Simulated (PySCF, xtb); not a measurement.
Ge(H)2(Me)(NH2) (CH7GeN), SMILES [CH3][GeH2][NH2].

xtb with GFN2-xTB at its own geometry gives an orbital gap of 7.79 eV and a dipole moment of 2.11 D.

Geometry: PBE0-D3(BJ)/def2-SVP. The structure was generated by enumeration, and PubChem lists no compound with its InChIKey, so it may never have been made. One conformer was computed; it need not be the lowest.

Problem. What does PBE/def2-TZVPD (PySCF) give? (Estimate from the structure and the level; the computed values follow.)

Solution. gap 5.18 eV (levels -5.75 and -0.57 eV), dipole 1.53 D.
